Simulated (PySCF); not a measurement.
C₃H₇O (SMILES C[CH]CO), doublet, geometry from GFN2-xTB, atoms displaced at random by about 0.08 Å a coordinate; R2SCAN/STO-3G, gradient by finite differences run with PySCF.

PySCF was given this input:
```python
from pyscf import gto, scf, dft

mol = gto.Mole()
mol.atom = '''
    C    -2.00246137   -0.31102130    0.20766255
    C    -0.55536189    0.24408641    0.22386299
    C     0.63459612   -0.10341976   -0.33852742
    O     1.94041421    0.29407014    0.02004059
    H    -1.84937678   -1.15880231   -0.11075502
    H    -2.45662102   -0.34323529    1.17044906
    H    -2.75357253    0.30364165   -0.37408360
    H    -0.49799467    1.41855125    0.79133784
    H     0.64732083   -1.32664037   -0.49361804
    H     0.64461363    0.00302884   -1.46327661
    H     1.94915385    0.39133422    1.08172472
'''
mol.basis = 'sto-3g'
mol.spin = 1
mol.verbose = 4
mol.build()

mf = dft.UKS(mol)
mf.xc = 'r2scan'
mf.conv_tol = 1e-11
mf.kernel()
scan, done = mf.as_scanner(), []
scan.scf_summary = {}
def energy(d):
    c = mol.atom_coords()
    c[1, 1] += d
    e = scan(mol.set_geom_(c, unit='Bohr', inplace=False))
    done.append(scan.converged)
    return e
h = 0.01
fd = (energy(h) - energy(-h)) / (2 * h)
print('dE/dx =', fd)
```

### Question
Predict the main parts of the log of this PySCF run.

### Answer

```
PySCF version 2.14.0

[INPUT] verbose = 4
[INPUT] num. atoms = 11
[INPUT] num. electrons = 33
[INPUT] charge = 0
[INPUT] spin (= nelec alpha-beta = 2S) = 1
[INPUT] symmetry False subgroup None
[INPUT] Mole.unit = angstrom
[INPUT] Symbol           X                Y                Z      unit          X                Y                Z       unit  Magmom
[INPUT]  1 C     -2.002461370000  -0.311021300000   0.207662550000 AA   -3.784103564321  -0.587745075906   0.392425345829 Bohr   0.0
[INPUT]  2 C     -0.555361890000   0.244086410000   0.223862990000 AA   -1.049481872121   0.461256465628   0.423039740526 Bohr   0.0
[INPUT]  3 C      0.634596120000  -0.103419760000  -0.338527420000 AA    1.199212866512  -0.195435022268  -0.639724109456 Bohr   0.0
[INPUT]  4 O      1.940414210000   0.294070140000   0.020040590000 AA    3.666851425114   0.555712026013   0.037871226475 Bohr   0.0
[INPUT]  5 H     -1.849376780000  -1.158802310000  -0.110755020000 AA   -3.494815615330  -2.189818998413  -0.209296654721 Bohr   0.0
[INPUT]  6 H     -2.456621020000  -0.343235290000   1.170449060000 AA   -4.642340919650  -0.648620694386   2.211828166155 Bohr   0.0
[INPUT]  7 H     -2.753572530000   0.303641650000  -0.374083600000 AA   -5.203497945826   0.573799558511  -0.706915551691 Bohr   0.0
[INPUT]  8 H     -0.497994670000   1.418551250000   0.791337840000 AA   -0.941073537793   2.680673356159   1.495411789605 Bohr   0.0
[INPUT]  9 H      0.647320830000  -1.326640370000  -0.493618040000 AA    1.223259083426  -2.506986965092  -0.932802905745 Bohr   0.0
[INPUT] 10 H      0.644613630000   0.003028840000  -1.463276610000 AA    1.218143216862   0.005723678075  -2.765192037382 Bohr   0.0
[INPUT] 11 H      1.949153850000   0.391334220000   1.081724720000 AA    3.683366951142   0.739514498970   2.044163462972 Bohr   0.0

nuclear repulsion = 120.364496125175
number of shells = 19
number of NR pGTOs = 81
number of NR cGTOs = 27
basis = sto-3g
ecp = {}

******** <class 'pyscf.dft.uks.UKS'> ********
method = UKS
initial guess = minao
damping factor = 0
level_shift factor = 0
DIIS = <class 'pyscf.scf.diis.CDIIS'>
diis_start_cycle = 1
diis_space = 8
diis_damp = 0
SCF conv_tol = 1e-11
SCF conv_tol_grad = None
SCF max_cycles = 50
direct_scf = True
direct_scf_tol = 1e-13
number electrons alpha = 17  beta = 16
XC library pyscf.dft.libxc version 7.1.2
    S. Lehtola, C. Steigemann, M. J. T. Oliveira, and M. A. L. Marques,  SoftwareX 7, 1–5 (2018)
XC functionals = r2scan
    J. W. Furness, A. D. Kaplan, J. Ning, J. P. Perdew, and J. Sun,  J. Phys. Chem. Lett. 11, 8208–8215 (2020)
    J. W. Furness, A. D. Kaplan, J. Ning, J. P. Perdew, and J. Sun,  J. Phys. Chem. Lett. 11, 9248–9248 (2020)
    J. W. Furness, A. D. Kaplan, J. Ning, J. P. Perdew, and J. Sun,  J. Phys. Chem. Lett. 11, 8208–8215 (2020)
    J. W. Furness, A. D. Kaplan, J. Ning, J. P. Perdew, and J. Sun,  J. Phys. Chem. Lett. 11, 9248–9248 (2020)
radial grids:
    Treutler-Ahlrichs [JCP 102, 346 (1995); DOI:10.1063/1.469408] (M4) radial grids

becke partition: Becke, JCP 88, 2547 (1988); DOI:10.1063/1.454033
pruning grids: <function nwchem_prune>
grids dens level: 3
symmetrized grids: False
atomic radii adjust function: <function treutler_atomic_radii_adjust>
small_rho_cutoff = 0
Set gradient conv threshold to 3.16228e-06
tot grids = 125096
init E= -191.270124669045

cycle= 1 E= -190.924648699286  delta_E= 0.345  |g|= 0.31  |ddm|= 2.87
cycle= 2 E= -190.850054624594  delta_E= 0.0746  |g|= 0.476  |ddm|= 1.13
cycle= 3 E= -190.995875317967  delta_E= -0.146  |g|= 0.0585  |ddm|= 0.736
cycle= 4 E= -190.998178567986  delta_E= -0.0023  |g|= 0.0175  |ddm|= 0.114
cycle= 5 E= -190.998465842491  delta_E= -0.000287  |g|= 0.00489  |ddm|= 0.0356
cycle= 6 E= -190.998491921553  delta_E= -2.61e-05  |g|= 0.00268  |ddm|= 0.0123
cycle= 7 E= -190.998499785627  delta_E= -7.86e-06  |g|= 0.000659  |ddm|= 0.00641
cycle= 8 E= -190.998500469006  delta_E= -6.83e-07  |g|= 0.000182  |ddm|= 0.00215
cycle= 9 E= -190.998500512576  delta_E= -4.36e-08  |g|= 9.53e-05  |ddm|= 0.000581
cycle= 10 E= -190.998500520477  delta_E= -7.9e-09  |g|= 1.6e-05  |ddm|= 0.000196
cycle= 11 E= -190.998500520835  delta_E= -3.57e-10  |g|= 4.31e-06  |ddm|= 5.13e-05
cycle= 12 E= -190.998500520851  delta_E= -1.68e-11  |g|= 3.18e-06  |ddm|= 1.34e-05
cycle= 13 E= -190.99850052086  delta_E= -8.24e-12  |g|= 8.39e-07  |ddm|= 5.97e-06
Extra cycle  E= -190.998500520859  delta_E= 2.27e-13  |g|= 8.96e-07  |ddm|= 2.6e-06
converged SCF energy = -190.998500520859  <S^2> = 0.76001649  2S+1 = 2.0099915
Create scanner for <class 'pyscf.dft.uks.UKS'>

WARN: Mole.unit (angstrom) is changed to Bohr

New geometry
   1 C     -2.002461370000  -0.311021300000   0.207662550000 AA   -3.784103564321  -0.587745075906   0.392425345829 Bohr
   2 C     -0.555361890000   0.249378182109   0.223862990000 AA   -1.049481872121   0.471256465628   0.423039740526 Bohr
   3 C      0.634596120000  -0.103419760000  -0.338527420000 AA    1.199212866512  -0.195435022268  -0.639724109456 Bohr
   4 O      1.940414210000   0.294070140000   0.020040590000 AA    3.666851425114   0.555712026013   0.037871226475 Bohr
   5 H     -1.849376780000  -1.158802310000  -0.110755020000 AA   -3.494815615330  -2.189818998413  -0.209296654721 Bohr
   6 H     -2.456621020000  -0.343235290000   1.170449060000 AA   -4.642340919650  -0.648620694386   2.211828166155 Bohr
   7 H     -2.753572530000   0.303641650000  -0.374083600000 AA   -5.203497945826   0.573799558511  -0.706915551691 Bohr
   8 H     -0.497994670000   1.418551250000   0.791337840000 AA   -0.941073537793   2.680673356159   1.495411789605 Bohr
   9 H      0.647320830000  -1.326640370000  -0.493618040000 AA    1.223259083426  -2.506986965092  -0.932802905745 Bohr
  10 H      0.644613630000   0.003028840000  -1.463276610000 AA    1.218143216862   0.005723678075  -2.765192037382 Bohr
  11 H      1.949153850000   0.391334220000   1.081724720000 AA    3.683366951142   0.739514498970   2.044163462972 Bohr

******** <class 'pyscf.scf.hf.UKS_Scanner'> ********
method = UKS_Scanner
initial guess = minao
damping factor = 0
level_shift factor = 0
DIIS = <class 'pyscf.scf.diis.CDIIS'>
diis_start_cycle = 1
diis_space = 8
diis_damp = 0
SCF conv_tol = 1e-11
SCF conv_tol_grad = None
SCF max_cycles = 50
direct_scf = True
direct_scf_tol = 1e-13
number electrons alpha = 17  beta = 16
XC library pyscf.dft.libxc version 7.1.2
    S. Lehtola, C. Steigemann, M. J. T. Oliveira, and M. A. L. Marques,  SoftwareX 7, 1–5 (2018)
XC functionals = r2scan
    J. W. Furness, A. D. Kaplan, J. Ning, J. P. Perdew, and J. Sun,  J. Phys. Chem. Lett. 11, 8208–8215 (2020)
    J. W. Furness, A. D. Kaplan, J. Ning, J. P. Perdew, and J. Sun,  J. Phys. Chem. Lett. 11, 9248–9248 (2020)
    J. W. Furness, A. D. Kaplan, J. Ning, J. P. Perdew, and J. Sun,  J. Phys. Chem. Lett. 11, 8208–8215 (2020)
    J. W. Furness, A. D. Kaplan, J. Ning, J. P. Perdew, and J. Sun,  J. Phys. Chem. Lett. 11, 9248–9248 (2020)
radial grids:
    Treutler-Ahlrichs [JCP 102, 346 (1995); DOI:10.1063/1.469408] (M4) radial grids

becke partition: Becke, JCP 88, 2547 (1988); DOI:10.1063/1.454033
pruning grids: <function nwchem_prune>
grids dens level: 3
symmetrized grids: False
atomic radii adjust function: <function treutler_atomic_radii_adjust>
small_rho_cutoff = 0
Set gradient conv threshold to 3.16228e-06
tot grids = 125096
init E= -191.000653098584
cycle= 1 E= -191.000190789886  delta_E= 0.000462  |g|= 0.0014  |ddm|= 0.00981
cycle= 2 E= -191.000192219893  delta_E= -1.43e-06  |g|= 0.000938  |ddm|= 0.005
cycle= 3 E= -191.000192975317  delta_E= -7.55e-07  |g|= 0.000289  |ddm|= 0.00201
cycle= 4 E= -191.000193027046  delta_E= -5.17e-08  |g|= 5.45e-05  |ddm|= 0.000434
cycle= 5 E= -191.000193029518  delta_E= -2.47e-09  |g|= 1.85e-05  |ddm|= 0.000122
cycle= 6 E= -191.000193029831  delta_E= -3.13e-10  |g|= 6.11e-06  |ddm|= 4.39e-05
cycle= 7 E= -191.000193029869  delta_E= -3.77e-11  |g|= 1.58e-06  |ddm|= 1.47e-05
cycle= 8 E= -191.000193029872  delta_E= -3.64e-12  |g|= 6.43e-07  |ddm|= 4.6e-06
Extra cycle  E= -191.000193029872  delta_E= 1.14e-13  |g|= 5.07e-07  |ddm|= 1.91e-06
converged SCF energy = -191.000193029872  <S^2> = 0.75996815  2S+1 = 2.0099434

WARN: Mole.unit (angstrom) is changed to Bohr

New geometry
   1 C     -2.002461370000  -0.311021300000   0.207662550000 AA   -3.784103564321  -0.587745075906   0.392425345829 Bohr
   2 C     -0.555361890000   0.238794637891   0.223862990000 AA   -1.049481872121   0.451256465628   0.423039740526 Bohr
   3 C      0.634596120000  -0.103419760000  -0.338527420000 AA    1.199212866512  -0.195435022268  -0.639724109456 Bohr
   4 O      1.940414210000   0.294070140000   0.020040590000 AA    3.666851425114   0.555712026013   0.037871226475 Bohr
   5 H     -1.849376780000  -1.158802310000  -0.110755020000 AA   -3.494815615330  -2.189818998413  -0.209296654721 Bohr
   6 H     -2.456621020000  -0.343235290000   1.170449060000 AA   -4.642340919650  -0.648620694386   2.211828166155 Bohr
   7 H     -2.753572530000   0.303641650000  -0.374083600000 AA   -5.203497945826   0.573799558511  -0.706915551691 Bohr
   8 H     -0.497994670000   1.418551250000   0.791337840000 AA   -0.941073537793   2.680673356159   1.495411789605 Bohr
   9 H      0.647320830000  -1.326640370000  -0.493618040000 AA    1.223259083426  -2.506986965092  -0.932802905745 Bohr
  10 H      0.644613630000   0.003028840000  -1.463276610000 AA    1.218143216862   0.005723678075  -2.765192037382 Bohr
  11 H      1.949153850000   0.391334220000   1.081724720000 AA    3.683366951142   0.739514498970   2.044163462972 Bohr

******** <class 'pyscf.scf.hf.UKS_Scanner'> ********
method = UKS_Scanner
initial guess = minao
damping factor = 0
level_shift factor = 0
DIIS = <class 'pyscf.scf.diis.CDIIS'>
diis_start_cycle = 1
diis_space = 8
diis_damp = 0
SCF conv_tol = 1e-11
SCF conv_tol_grad = None
SCF max_cycles = 50
direct_scf = True
direct_scf_tol = 1e-13
number electrons alpha = 17  beta = 16
XC library pyscf.dft.libxc version 7.1.2
    S. Lehtola, C. Steigemann, M. J. T. Oliveira, and M. A. L. Marques,  SoftwareX 7, 1–5 (2018)
XC functionals = r2scan
    J. W. Furness, A. D. Kaplan, J. Ning, J. P. Perdew, and J. Sun,  J. Phys. Chem. Lett. 11, 8208–8215 (2020)
    J. W. Furness, A. D. Kaplan, J. Ning, J. P. Perdew, and J. Sun,  J. Phys. Chem. Lett. 11, 9248–9248 (2020)
    J. W. Furness, A. D. Kaplan, J. Ning, J. P. Perdew, and J. Sun,  J. Phys. Chem. Lett. 11, 8208–8215 (2020)
    J. W. Furness, A. D. Kaplan, J. Ning, J. P. Perdew, and J. Sun,  J. Phys. Chem. Lett. 11, 9248–9248 (2020)
radial grids:
    Treutler-Ahlrichs [JCP 102, 346 (1995); DOI:10.1063/1.469408] (M4) radial grids

becke partition: Becke, JCP 88, 2547 (1988); DOI:10.1063/1.454033
pruning grids: <function nwchem_prune>
grids dens level: 3
symmetrized grids: False
atomic radii adjust function: <function treutler_atomic_radii_adjust>
small_rho_cutoff = 0
Set gradient conv threshold to 3.16228e-06
tot grids = 125096
init E= -190.995847034448
cycle= 1 E= -190.996770433206  delta_E= -0.000923  |g|= 0.00283  |ddm|= 0.0197
cycle= 2 E= -190.996776177485  delta_E= -5.74e-06  |g|= 0.00192  |ddm|= 0.0102
cycle= 3 E= -190.996779371329  delta_E= -3.19e-06  |g|= 0.000583  |ddm|= 0.00412
cycle= 4 E= -190.996779581065  delta_E= -2.1e-07  |g|= 0.00011  |ddm|= 0.000876
cycle= 5 E= -190.996779591164  delta_E= -1.01e-08  |g|= 3.82e-05  |ddm|= 0.00025
cycle= 6 E= -190.996779592481  delta_E= -1.32e-09  |g|= 1.28e-05  |ddm|= 8.95e-05
cycle= 7 E= -190.996779592644  delta_E= -1.64e-10  |g|= 3.26e-06  |ddm|= 3.05e-05
cycle= 8 E= -190.99677959266  delta_E= -1.53e-11  |g|= 1.36e-06  |ddm|= 9.41e-06
cycle= 9 E= -190.996779592662  delta_E= -2.22e-12  |g|= 6.31e-07  |ddm|= 4.32e-06
Extra cycle  E= -190.996779592662  delta_E= -4.55e-13  |g|= 5.46e-07  |ddm|= 1.86e-06
converged SCF energy = -190.996779592662  <S^2> = 0.7600657  2S+1 = 2.0100405
dE/dx = -0.17067186049075644
```
